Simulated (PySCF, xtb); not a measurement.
Na(OtBu) (C4H9NaO), SMILES CC(C)(C)[O][Na].

GFN2-xTB in xtb at its own geometry gives an orbital gap of 1.31 eV and a dipole moment of 5.44 D.

Geometry: PBE0-D3(BJ)/def2-SVP. The isomer is the one that the SMILES or the coordinates give; other isomers of the formula were not compared.

Question: What does PBE/def2-TZVP run with PySCF give? (An estimate is asked for; the answer gives what the named calculation found.)

Answer: gap 1.71 eV (levels -3.70 and -1.99 eV), dipole 7.87 D.
